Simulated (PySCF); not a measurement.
## Property card for `[SiH3]c1pcpcp1`

C3H5P3Si.
SMILES with atom numbers: `[SiH3:1][c:2]1[p:3][cH:4][p:5][cH:6][p:7]1` (hydrogens: H8, H9, H10 on Si1; H11 on C4; H12 on C6)

Among its groups: Si–H bond and C–Si bond.

From GFN2-xTB geometry:

```yaml
Rotational_constants_A_B_C_of_the_GFN2-xTB_geometry: 2.328, 0.936, 0.673 GHz
```

**wB97X-D/def2-SVPD ground state and vertical TDDFT (core frozen in the response) (PySCF)**

```yaml
Dipole_moment: 0.30 D
HOMO_energy: -9.25 eV
LUMO_energy: -1.15 eV
HOMO–LUMO_gap: 8.10 eV
Lowest_singlet_excitation: 3.67 eV (338 nm, f = 0.016)
Lowest_triplet_excitation_Tamm–Dancoff: 2.79 eV
Static_isotropic_polarisability: 136.0 au
Electronic_spatial_extent_⟨r²⟩_about_the_centre_of_nuclear_charge: 1589 bohr²
```

From PBE0/pcSseg-1 ground state and GIAO shieldings, non-relativistic (PySCF):

```yaml
Lowest_Hirshfeld_atomic_charge: -0.21 e on C2
Highest_Hirshfeld_atomic_charge: +0.29 e on Si1
13C_chemical_shifts_computed_TMS_as_zero_by_class: 194.8 (C2), 185.2 (C4/C6) ppm
1H_chemical_shifts_computed_TMS_as_zero_by_class: 11.06 (H11/H12), 5.07 (H8/H9/H10) ppm
Isotropic_shieldings_of_nuclei_other_than_C_and_H_by_class: 410 (Si1), 23 (P3/P7), 67 (P5) ppm
Mayer_bond_orders_between_heavy_atoms: Si1–C2 0.82, C2–P3 1.28, P3–C4 1.33, C4–P5 1.30, P5–C6 1.31, C6–P7 1.31, P7–C2 1.29
```

Monoisotopic mass (most abundant isotopes): 161.9373 u.

The largest Löwdin shares of the HOMO are 0.39 on P7, 0.28 on P3, 0.11 on C2 and 0.08 on C6. The dipole equals about 1.0 × 10⁻³⁰ C·m (1 D = 3.33564 × 10⁻³⁰ C·m). The largest Löwdin shares of the LUMO are 0.25 on P5, 0.18 on C2, 0.17 on P3 and 0.15 on C6. In wavenumbers S1 is 29600 cm⁻¹ (1 eV = 8065.54 cm⁻¹). The vertical singlet–triplet gap S1 − T1 is 0.88 eV (TDDFT singlet less Tamm–Dancoff triplet; S1: HOMO→LUMO, weight 0.45, beside HOMO−1→LUMO, weight 0.31; T1: HOMO−2→LUMO, weight 0.53, beside HOMO−3→LUMO+1, weight 0.40). The principal polarisabilities are 86.9, 142.6 and 178.5 au; their mean is the isotropic value. No computed singlet falls in the visible range (750 to 380 nm, 1.65 to 3.26 eV); S1 lies 0.41 eV above its blue end. The polarisability is 20.15 Å³ as a volume (1 au = 0.148185 Å³), or 1.66 au for each of the 82 electrons.

Isolated species at its GFN2-xTB geometry, gas phase. NMR classes are plain means over equivalent atoms (diastereotopic ones count apart unless rotation or inversion swaps them), as if these changed places fast; in this geometry the members of some classes differ.
